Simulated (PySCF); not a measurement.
Computed properties of B(H)(F)(OEt) (C₂H₆BFO), SMILES CCOBF

B(H)(F)(OEt) (C2H6BFO), SMILES CCOBF. The structure is a stationary point at B3LYP-D3(BJ)/def2-SVP. This is a generated structure with no PubChem entry under its InChIKey; it may be hypothetical. The values are those of a single conformer. All values are computed for the isolated molecule unless a solvent is named; none is compared with measurement here.

**Structure.** All 27 harmonic modes at B3LYP-D3(BJ)/def2-SVP (PySCF) are real, so it is a minimum. With heavy atoms numbered as in [BH:1]([F:3])[O:4][CH2:5][CH3:6], the shortest bond between them is B1–F3 at 1.337 Å and the longest C5–C6 at 1.519 Å.

**Vibrations.** The strongest infrared lines (harmonic, unscaled, degenerate partners summed) lie at 2663 cm⁻¹ (166 km/mol, H 91 %, B 9 %), 1518 cm⁻¹ (148 km/mol, H 59 %, B 24 %, O 12 %), 1221 cm⁻¹ (141 km/mol, O 27 %, H 27 %, B 24 %, C 13 %, F 10 %). The softest mode is at 39 cm⁻¹ and the zero-point energy is 54.6 kcal/mol.

**Electronic structure.** ωB97X/def2-TZVP (PySCF) places the frontier levels at -11.67 and 2.66 eV, a gap of 14.33 eV, and gives a dipole moment of 1.59 D and a mean polarisability of 42.6 bohr³. PBE/def2-TZVP (PySCF) at the same geometry gives -7.69 and -0.54 eV, so its gap is 7.18 eV narrower. An orbital gap is neither the optical nor the fundamental gap.

**Excitations.** TDA-CAM-B3LYP/def2-SVPD (PySCF) has S1 at 8.44 eV (147 nm, f = 0.007, weak); the most intense of the 10 singlets computed lies at 8.84 eV (f = 0.10). T1 (TDA) is at 7.51 eV, 0.93 eV under S1. TDA-PBE/def2-SVPD (PySCF) puts S1 at 7.27 eV. No vertical singlet excitation falls in the visible range (under 3.1 eV).

**NMR.** GIAO shifts at HF/pcSseg-1 (PySCF) (non-relativistic, atoms alike by connectivity averaged): ¹³C from 21.8 to 57.6 ppm against TMS; ¹H from 1.6 to 4.2 ppm against TMS; ¹⁹F at -67.3 ppm against CFCl3; ¹¹B at 13.3 ppm against BF3.
